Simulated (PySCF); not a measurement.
All of these have the formula C7H14. Computed, not measured: PySCF 2.14.0, density-fitted response routines, TDDFT CAM-B3LYP/def2-SVPD, vertical, gas phase, core orbitals frozen in the response. Geometries: PBE0-D3(BJ)/def2-SVP; one conformer of each isolated species. Triplets are in the Tamm–Dancoff approximation.

A. `CCC1CCCC1`
B. `CC(C)(C)C1CC1`
C. `CC(C)C1CCC1`
D. `CCCCC1CC1`

Lowest singlet levels (six at most, fewer where fewer were computed) with oscillator strengths:

1. 147 nm (f 0.002); 144 nm (f 0.006); 141 nm (f 0.003); 141 nm (f 0.009); 138 nm (f 0.020); 136 nm (f 0.004); T1 8.16 eV
2. 158 nm (f 0.000); 153 nm (f 0.000); 149 nm (f 0.000); 146 nm (f 0.025); 146 nm (f 0.005); 145 nm (f 0.025); T1 7.70 eV
3. 157 nm (f 0.005); 152 nm (f 0.004); 151 nm (f 0.009); 148 nm (f 0.019); 146 nm (f 0.008); 145 nm (f 0.009); T1 7.72 eV
4. 150 nm (f 0.021); 147 nm (f 0.024); 146 nm (f 0.006); 144 nm (f 0.002); 143 nm (f 0.001); 142 nm (f 0.001); T1 8.13 eV

Question: Which spectrum belongs to which structure?

Answer: 1 = A, 2 = B, 3 = D, 4 = C.
- A: S1 at 8.45 eV, HOMO→LUMO (82%); Löwdin shares by element: HOMO carbon 42% or more, hydrogen 12% or more (atoms not listed hold the other 46%); LUMO carbon 32% or more (atoms not listed hold the other 68%); HOMO -9.97 and LUMO 1.43 eV.
- B: S1 at 7.85 eV, HOMO→LUMO (66%), HOMO→LUMO+3 (18%), HOMO→LUMO+2 (11%); Löwdin shares by element: HOMO carbon 72% or more (atoms not listed hold the other 28%); LUMO carbon 31% or more, hydrogen 6% or more (atoms not listed hold the other 63%); HOMO -9.30 and LUMO 1.38 eV; point group Cs, 3 of its 6 listed states under f = 0.0005.
- C: S1 at 8.27 eV, HOMO→LUMO (77%), HOMO→LUMO+1 (11%); Löwdin shares by element: HOMO carbon 62% or more (atoms not listed hold the other 38%); LUMO carbon 36% or more (atoms not listed hold the other 64%); HOMO -9.61 and LUMO 1.48 eV; point group Cs.
- D: S1 at 7.89 eV, HOMO→LUMO (40%), HOMO→LUMO+1 (32%), HOMO→LUMO+2 (18%); Löwdin shares by element: HOMO carbon 74% or more (atoms not listed hold the other 26%); LUMO carbon 42% or more (atoms not listed hold the other 58%); HOMO -9.26 and LUMO 1.51 eV.
B and D have S1 within 0.04 eV of each other; their strongest listed levels stand at 8.47 eV (f 0.025) and 8.37 eV (f 0.019).
